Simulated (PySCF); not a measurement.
Bonds (- single, = double, # triple, : aromatic): N1-C2 1.449 Å, C2-Ge3 1.965 Å. N1 carries H4, H5; C2 carries H6, H7; Ge3 carries H8, H9, H10.

Geometry: PBE0-D3(BJ)/def2-SVP; GIAO absolute shieldings from PySCF, gas phase, non-relativistic, averaged over equivalent atoms.

At PBE0/pcSseg-1 (110 basis functions, 7.5 s wall time on 1 thread of an Arm Neoverse V1, shared host):
```tsv
atoms	σ (ppm)
N1	240.3
C2	154.8
Ge3	1550.9
H8/H9/H10	27.44
H6/H7	28.61
H4/H5	31.06
```

Predict the values at PBE/pcSseg-2 on the same geometry.

## Answers


```csv
atoms,σ at PBE/pcSseg-2,change
N1,228.9,-11.4
C2,145.3,-9.5
Ge3,1504.2,-46.7
H8/H9/H10,27.32,-0.12
H6/H7,28.16,-0.45
H4/H5,30.67,-0.39
```

The largest change is at Ge3 (germanium bonded to C, 3 H). Cost: 233 basis functions, 29 s wall time on 1 thread of an Arm Neoverse V1, shared host.

Relativistic effects, spin–orbit coupling among them, are left out; they matter for Ge and for the light atoms bonded to it.
